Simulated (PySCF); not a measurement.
# Continuum solvent and chemical shifts

Cartesian coordinates in Å; atom numbers follow the order of the lines, from 1:
```xyz
21

C    -3.657    0.521   -0.637
C    -2.770    0.117    0.511
O    -1.424    0.093    0.042
C    -0.489   -0.229    0.942
O    -0.740   -0.487    2.093
C     0.879   -0.231    0.363
C     1.950   -0.529    1.214
C     3.251   -0.546    0.730
C     3.467   -0.262   -0.615
F     4.710   -0.275   -1.084
C     2.421    0.035   -1.483
C     1.122    0.050   -0.986
H    -4.706    0.553   -0.311
H    -3.382    1.517   -1.015
H    -3.576   -0.196   -1.468
H    -2.841    0.819    1.358
H    -3.029   -0.879    0.904
H     1.734   -0.747    2.262
H     4.104   -0.774    1.372
H     2.639    0.249   -2.530
H     0.283    0.280   -1.643
```

GIAO PBE0/pcSseg-1 in PySCF 2.14.0 with density-fitted response routines on one PBE0-D3(BJ)/def2-SVP conformer, non-relativistic, equivalent nuclei averaged. Solvents enter as an IEF-PCM continuum (chloroform with ε = 4.7, acetonitrile with ε = 35.7) around the gas-phase geometry. Shifts are referred to TMS, CFCl3 computed in the same medium.

Gas phase, δ in ppm: C9 173.6, C4 168.3, C7/C12 138.8, C6 129.3, C8/C11 120.0, C2 61.7, C1 15.3, F10 -102.0, H18/H21 8.36, H19/H20 7.18, H16/H17 4.12, H13/H14/H15 1.46. Dipole moment 2.07 D.

(1) How does each δ change in the continuum?

(2) Which of the listed nuclei move most (in ppm), and what does the model miss? (N and O are left out, as their reference compounds move with the solvent too.)

Answers

(1) 
| atoms | environment | Δδ, chloroform | Δδ, acetonitrile |
| --- | --- | --- | --- |
| C9 | aromatic carbon bearing fluorine | +1.0 | +1.5 |
| C4 | ester carbonyl carbon | +2.2 | +3.1 |
| C7/C12 | aromatic CH | +0.9 | +1.3 |
| C6 | substituted aromatic carbon | +0.6 | +0.7 |
| C8/C11 | aromatic CH | +1.5 | +2.1 |
| C2 | sp3 CH2 bonded to O | +1.2 | +1.7 |
| C1 | methyl carbon | +0.2 | +0.3 |
| F10 | aryl fluorine | -0.9 | -0.7 |
| H18/H21 | hydrogen on an aromatic CH | +0.08 | +0.11 |
| H19/H20 | hydrogen on an aromatic CH | +0.22 | +0.31 |
| H16/H17 | hydrogen on an sp3 CH2 bonded to O | +0.04 | +0.05 |
| H13/H14/H15 | hydrogen on a methyl carbon | +0.06 | +0.08 |

Changes are relative to the gas phase. The dipole moment becomes 2.42 D in chloroform, 2.56 D in acetonitrile.

(2) C4 (ester carbonyl carbon, +3.1 ppm) in acetonitrile. A continuum only polarises the solute; specific hydrogen bonds, the anisotropy of aromatic solvents and changes of geometry or conformer are outside it.
